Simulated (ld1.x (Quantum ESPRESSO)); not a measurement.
**Pseudopotential generation for oxygen: TM, BP86, scalar-relativistic.**

The input file (ld1.x (Quantum ESPRESSO) 7.5):

```
&input
   title='O', zed=8., rel=1, dft='BP', iswitch=3,
   config='[He] 2s2 2p4 3d-2',
   nld=3, rlderiv=1.95, eminld=-4.0, emaxld=5.0, deld=0.02
 /
 &inputp
   pseudotype=2, tm=.true., lloc=0,
   nlcc=.false.,
   file_pseudopw='O.UPF', file_wfcaegen='ae.wfc', file_wfcncgen='nc.wfc', file_beta='beta', file_chi='chi'
 /
3
2P  2  1   4.00   0.00  1.80  1.80  0.0
3D  3  2  -2.00  -0.05  1.50  1.50  0.0
2S  1  0   2.00   0.00  0.55  0.55  0.0
 &test
   configts(1)='2s2 2p4'
 /
```

Command:

```bash
ld1.x < O.in > O.out
```

Resulting log (shortened: banner, matrices, multipoles, cross overlaps and the repeated all-electron block are left out):

```
Program LD1 v.7.5
     --------------------------- All-electron run ----------------------------

     O
     scalar relativistic calculation

     atomic number is  8.00
     dft =BP   lsd =0 sic =0 latt =0  beta=0.20 tr2=1.0E-14
     Exchange-correlation= BP
                           (   1   1   1   1   0   0   0)
     mesh =1095 r(mesh) =  99.04343 a.u. xmin = -7.00 dx = 0.01250
     1 Ry =  13.60569312 eV, c = 137.03599908

     n l     nl                  e(Ry)          e(Ha)          e(eV)
     1 0     1S 1( 2.00)       -37.8693       -18.9347      -515.2382
     2 0     2S 1( 2.00)        -1.7681        -0.8841       -24.0569
     2 1     2P 1( 4.00)        -0.6708        -0.3354        -9.1262

     final scf error:  7.3E-15 reached in  30 iterations

     Etot =    -150.158483 Ry,     -75.079242 Ha,   -2043.010243 eV

     Ekin =     149.935432 Ry,      74.967716 Ha,    2039.975472 eV
     Encl =    -356.289360 Ry,    -178.144680 Ha,   -4847.563698 eV
     Eh   =      72.908485 Ry,      36.454242 Ha,     991.970472 eV
     Exc  =     -16.713040 Ry,      -8.356520 Ha,    -227.392488 eV

     normalization and overlap integrals

     s(1S/1S) =  1.000000  <r> =   0.1994  <r2> =    0.0537  r(max) =   0.1298
     s(2S/2S) =  1.000000  <r> =   1.1399  <r2> =    1.5819  r(max) =   0.8677
     s(2P/2P) =  1.000000  <r> =   1.2627  <r2> =    2.1209  r(max) =   0.8151

     ------------------------ End of All-electron run ------------------------

     --------------------- Generating NC pseudopotential ---------------------

      Generating local pot.: lloc=0, matching radius rcloc =   0.5500

      Wfc   2P  rcut= 1.814  Using Troullier-Martins method

      Wfc   3D  rcut= 1.485  Using Troullier-Martins method

     ------------------- End of pseudopotential generation -------------------

     Computing logarithmic derivative in   1.94318
     Computing logarithmic derivative in   1.94318
     Computing the partial wave expansion
       no projector for channel:   0
     R is outside the sphere for l=    1 j= 0.00
     R is outside the sphere for l=    2 j= 0.00

     ---------------------- Testing the pseudopotential ----------------------

     O
     scalar relativistic calculation

     atomic number is  8.00   valence charge is  6.00
     dft =BP   lsd =0 sic =0 latt =0  beta=0.20 tr2=1.0E-14
     mesh =1095 r(mesh) =  99.04343 xmin = -7.00 dx = 0.01250

     n l     nl             e AE (Ry)        e PS (Ry)    De AE-PS (Ry)
     1 0     2S   1( 2.00)       -1.76815       -1.76809       -0.00006
     2 1     2P   1( 4.00)       -0.67076       -0.67077        0.00000

     eps = 9.4E-15  iter = 18

     Etot =    -150.158483 Ry,     -75.079242 Ha,   -2043.010243 eV
     Etotps =   -31.100209 Ry,     -15.550104 Ha,    -423.139895 eV

     Ekin =      19.848560 Ry,       9.924280 Ha,     270.053419 eV
     Encl =     -64.240555 Ry,     -32.120277 Ha,    -874.037276 eV
     Ehrt =      26.763744 Ry,      13.381872 Ha,     364.139286 eV
     Ecxc =      -6.472315 Ry,      -3.236157 Ha,     -88.060327 eV
     Epseu=      -6.999643 Ry,      -3.499822 Ha,     -95.234996 eV

     ---------------------- End of pseudopotential test ----------------------
```

Generation and configuration tests took about 0.96 s on one core of a shared server CPU.
